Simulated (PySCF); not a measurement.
Radial density of Sc³⁺ (scandium, charge +3)

BHandHLYP, [Ar], closed-shell 1S. Computed with PySCF 2.14 in aug-cc-pVQZ-DK (9s8p6d4f3g2h, 140 functions), with scalar relativity by spin-free X2C-1e.

```csv
r (bohr),4πr²ρ (e/bohr)
0.00125,0.1545
0.00210,0.3966
0.00354,0.9977
0.00595,2.427
0.0100,5.557
0.0168,11.44
0.0283,19.60
0.0476,24.84
0.0801,21.15
0.135,18.99
0.227,26.29
0.381,16.30
0.641,6.780
1.08,8.074
1.81,1.681
3.05,0.03172
```

Densities and radii are taken from the X2C orbitals without a picture-change correction, which distorts them close to the nucleus.
